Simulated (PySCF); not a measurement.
**Co: excitation energy**

Co [Ar] 3d7 4s2 (4F) → Co [Ar] 3d7 4s1 4p1 (high-spin determinant), as a difference of total energies. Computed with PySCF 2.14 in x2c-TZVPPall, with the spin-free X2C one-electron Hamiltonian (Gaussian nucleus). Correlated levels: valence: [Ar] frozen; valence and next inner shell: [Ne] frozen. The calculations carry no spin-orbit coupling.

| method | excitation energy (cm⁻¹) |
| --- | --- |
| UHF | 16642 |
| LDA | 28591 |
| PBE | 26825 |
| PBE0 | 24860 |
| r2SCAN | 23900 |
| CAM-B3LYP | 27482 |
| r2SCAN0 | 23328 |
| BLYP | 29813 |
| MP2 (valence) | 23528 |
| SCS-MP2 (valence) | 25441 |
| MP2 (valence and next inner shell) | 24241 |
| SCS-MP2 (valence and next inner shell) | 25575 |

A first-order spin-orbit estimate (lowest level to lowest level, LS coupling) adds 0.021 eV.

The basis was made for the ground configuration and has no added diffuse functions, so the excitation energy can come out too high.

The determinant of the upper state mixes LS terms, which raises its energy above the lowest term, most at the Hartree-Fock and MP2 levels.
